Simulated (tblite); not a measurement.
2,3-difluorobenzoyl chloride, C₇H₃ClF₂O.
Bonds: O1–C2 (double), C2–Cl3, C2–C4, C4–C5 (aromatic), C5–C6 (aromatic), C6–C7 (aromatic), C7–C8 (aromatic), C8–F9, C8–C10 (aromatic), C10–F11, C4–C10 (aromatic). Hydrogens: H12 on C5; H13 on C6; H14 on C7.

A start from a force field or distance geometry was refined with tblite, GFN2-xTB geometry optimisation, gas phase. Values at the start:

```csv
coordinate,start
O1=C2,1.279 Å
C2–Cl3,1.730 Å
C2–C4,1.454 Å
C4–C5,1.388 Å
C4–C10,1.385 Å
C5–C6,1.383 Å
C5–H12,1.071 Å
C6–C7,1.378 Å
C6–H13,1.088 Å
C7–C8,1.385 Å
C7–H14,1.084 Å
C8–F9,1.366 Å
C8–C10,1.373 Å
C10–F11,1.369 Å
O1–C2–C4,116.6°
C2–C4–C5,121.6°
C2–C4–C10,121.4°
Cl3–C2–C4,125.5°
C4–C10–F11,119.3°
C7–C8–F9,115.1°
C8–C10–F11,120.5°
F9–C8–C10,121.9°
```

Question: How do these coordinates change at the GFN2-xTB level?

Answer: 
```csv
coordinate,GFN2-xTB (Å or °),change
O1=C2,1.192,-0.087
C10–F11,1.333,-0.036
C8–F9,1.340,-0.026
C2–C4,1.477,+0.023
C2–Cl3,1.752,+0.022
C8–C10,1.394,+0.021
C4–C5,1.402,+0.014
C4–C10,1.397,+0.012
C6–H13,1.078,-0.010
C5–H12,1.079,+0.008
C6–C7,1.386,+0.008
C7–H14,1.078,-0.006
C5–C6,1.379,-0.004
C7–C8,1.382,-0.003
Cl3–C2–C4,116.3,-9.2
O1–C2–C4,124.3,+7.7
C2–C4–C5,115.5,-6.1
C2–C4–C10,126.5,+5.1
C7–C8–F9,119.5,+4.4
C4–C10–F11,122.9,+3.6
C8–C10–F11,117.5,-3.0
F9–C8–C10,118.9,-3.0
```

The energy falls by 0.428 eV over 17 L-BFGS steps, the largest force on an atom goes from 5.70 to 0.007 eV/Å, and the atoms move by 0.053 Å rms after alignment. The bond that changes most is O1=C2 (carbonyl oxygen to acyl halide carbon), which shortens by 0.087 Å. Bonds longer at the end by more than 0.005 Å: 7 of 14; shorter: 5. Rotational constants go from 1692, 733.9, 511.9 to 1666, 749.2, 516.8 MHz.

GFN2-xTB frequencies show an imaginary mode (30i cm⁻¹), so the point is no minimum at that level.

Shape of the structure used: `[O:1]=[C:2]([Cl:3])[c:4]1[cH:5][cH:6][cH:7][c:8]([F:9])[c:10]1[F:11]`: O1–C2–C4–C5 0°.

These are computed values.
